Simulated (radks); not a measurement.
Species: Eu25+. Configuration: [Kr] 4d2.

Calculated with a radial shooting solver on a logarithmic mesh with Libxc functionals: scalar-relativistic Kohn-Sham, PBE, spin-polarised, spherical densities, finite nucleus; open shells are filled with parallel spins first (spin-orbit coupling, left out, can overturn this in heavy ions); Fermi nuclear charge, rms radius 5.1115 fm.

Energy parts (eV):
part                      energy
total                 -287266.45
kinetic                308305.39
electron-nucleus      -668753.93
Hartree                 78952.42
exchange-correlation    -5770.33

Orbitals (lengths in bohr, moments of r in powers of bohr; <r^-3> diverges for s and p1/2; r(90%) holds 90 % of the orbital's charge):
orbital,occ.,eigenvalue (eV),<r>,<r^-3>,r(90%),<r^4>
1s up,1,-49164.96,0.02232,-,0.0403,1.226e-06
1s down,1,-49164.94,0.02232,-,0.0403,1.226e-06
2s up,1,-8745.524,0.09507,-,0.147,0.0001955
2s down,1,-8743.910,0.09507,-,0.147,0.0001955
2p up,3,-7880.744,0.08385,10790,0.136,0.0001455
2p down,3,-7879.472,0.08384,10790,0.136,0.0001454
3s up,1,-2525.121,0.2478,-,0.363,0.007382
3s down,1,-2524.320,0.2478,-,0.363,0.007366
3p up,3,-2255.834,0.2458,2288,0.367,0.007649
3p down,3,-2254.933,0.2457,2288,0.367,0.007630
3d up,5,-1900.393,0.2231,311.1,0.347,0.005989
3d down,5,-1899.026,0.2231,311.0,0.347,0.005975
4s up,1,-1045.559,0.5229,-,0.741,0.1315
4s down,1,-1040.745,0.5230,-,0.741,0.1318
4p up,3,-948.5654,0.5394,639.9,0.771,0.1527
4p down,3,-943.8011,0.5397,639.3,0.771,0.1533
4d up,2,-815.9686,0.5490,82.03,0.800,0.1740
4d down,0,-811.2798,0.5494,81.99,0.801,0.1749

The highest occupied level is 4d up at -815.97 eV. The electron density at the nucleus is 6.061e+05 e/bohr^3 (large components only). The spin density at the nucleus is -7.934 e/bohr^3 (1s -0.546, 2s -6.380, 3s -1.129, 4s 0.120). For comparison, the ionisation energy in NIST's Atomic Spectra Database is 838 eV (theoretical). In exact Kohn-Sham theory the highest level is minus the ionisation energy, but local and semilocal functionals leave it too shallow, through self-interaction and a potential that decays too fast; potentials with the right tail come closer.
